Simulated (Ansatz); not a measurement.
Reactions of CH7GeNSi, SMILES `[SiH3]N=[CH][GeH3]`.

Gas-phase electronic energies from Ansatz, PBE0-D4/def2-TZVP geometries. CCSD(T)/CBS adds triple-zeta CCSD(T) − MP2 to the extrapolated MP2 energy (def2 sets, frozen cores). This one scheme is used for every species. Double bonds are as drawn, so ΔE can hold a change between cis and trans. For Ge outer-core shells are correlated without core-valence functions, which leaves a few kJ/mol of doubt a bond. Scalar relativity is left out up to krypton. One conformer a species, not always the lowest.

| reaction | MP2/CBS(def2) (kJ/mol) |
| --- | --- |
| `[SiH3]/N=[CH]\[GeH3]` + `CN(C)BF` → `C[N]([GeH3])BF` + `C/C=N\[SiH3]` | -74 |
| `[SiH3]/N=[CH]\[GeH3]` + `C=C(C)C=O` → `C=[C]([GeH3])C=O` + `C/C=N\[SiH3]` | -24 |
| `[SiH3]/N=[CH]\[GeH3]` + `C[SiH](S)Cl` → `C[SiH](Cl)[GeH3]` + `[SiH3]/N=C\S` | 39 |
| `[SiH3]/N=[CH]\[GeH3]` + `[OH][AlH2]` → `[AlH2][O]/C=N\[SiH3]` + GeH₄ | -13 |

**Question.** Give the CCSD(T)/CBS values in the same order. (An estimate is asked.)

**Answer.** Ansatz gave: -69, -22, 38, -14 kJ/mol.

Largest T1 diagnostic: 0.015, for `[SiH3]/N=C\S`.
